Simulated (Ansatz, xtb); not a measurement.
A geometry optimisation of C2H5ClSn with r2SCAN-D4/def2-SVP

The starting geometry of this gas-phase singlet was built from a drawn formula by distance geometry and a force field; its bonds are those of `[CH][C@H](Cl)[SnH3]`.

```xyz
9

C     1.3616    1.1977   -0.8271
C     0.1448    1.0141    0.0839
Cl    0.6367    0.5841    1.7105
Sn   -1.1415   -0.5221   -0.7479
H     1.9341    0.1972   -0.8790
H    -0.4025    1.9984    0.1053
H    -1.6870   -0.0398   -2.3603
H    -0.2910   -1.9797   -0.7824
H    -2.5562   -0.6436    0.2767
```

Where would you expect an optimisation with r2SCAN-D4/def2-SVP to take it?

It rearranges to `Cl/C=[CH]/[SnH3]`. Distances that change by over a tenth: C1–C2 (1.53 → 1.34 Å). Contacts that open: C2–Sn4 (2.17 → 3.05 Å). Contacts that close: C1–Sn4 (3.04 → 2.14 Å).

The energy falls by 3.75 eV over 20 steps:

```json
{"step": "1", "E − E(last) (eV)": "3.745"}
{"step": "3", "E − E(last) (eV)": "2.824"}
{"step": "5", "E − E(last) (eV)": "2.038"}
{"step": "7", "E − E(last) (eV)": "1.265"}
{"step": "9", "E − E(last) (eV)": "0.763"}
{"step": "12", "E − E(last) (eV)": "0.216"}
{"step": "14", "E − E(last) (eV)": "0.025"}
{"step": "16", "E − E(last) (eV)": "0.001"}
{"step": "18", "E − E(last) (eV)": "0.000"}
{"step": "20", "E − E(last) (eV)": "0.000"}
```

Final geometry (Å):

```xyz
9

C     0.5616    0.3923   -0.3606
C     0.3796    1.1592    0.7182
Cl    1.6629    2.0406    1.5068
Sn   -1.0777   -0.6517   -1.2598
H     1.5699    0.3042   -0.7831
H    -0.5818    1.3166    1.2188
H    -1.2698   -0.1341   -2.8807
H    -0.7696   -2.3360   -1.2363
H    -2.4762   -0.2849   -0.3435
```

From the same start GFN2-xTB reaches the same bonding as this run.

The end wasn't checked by frequencies. Atoms past krypton carry core potentials, without spin–orbit terms. Run with Ansatz 0.2.0, 38 s on 2 threads of Arm Neoverse V2, with other jobs on the host.
